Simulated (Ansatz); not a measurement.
Ansatz (a quantum-chemistry and plane-wave program) input:

Ansatz 0.2 input:
```yaml
crystal:
  periodic: [false, false, false]
  atoms:
    - {symbol: Sn, position_ang: [0.97292694, -0.33806590, -0.03775377]}
    - {symbol: O, position_ang: [1.37490175, 0.14835245, -1.79562853]}
    - {symbol: Br, position_ang: [-1.70415889, 0.44904215, 0.46436333]}
basis:
  gaussian:
    orbitals: def2-TZVP
hamiltonian:
  xc: b3lyp
  dispersion: d3bj
total_charge: -1
phonons: {temperatures: {t_min: 298.15, t_max: 298.15, t_step: 100}}
```

**Question.** Which total energy does the run end on?

**Answer.** -2863.94712 Eh (B3LYP-D3(BJ)/def2-TZVP). The basis has 129 functions. The run takes about 50 core-seconds (a rough figure).
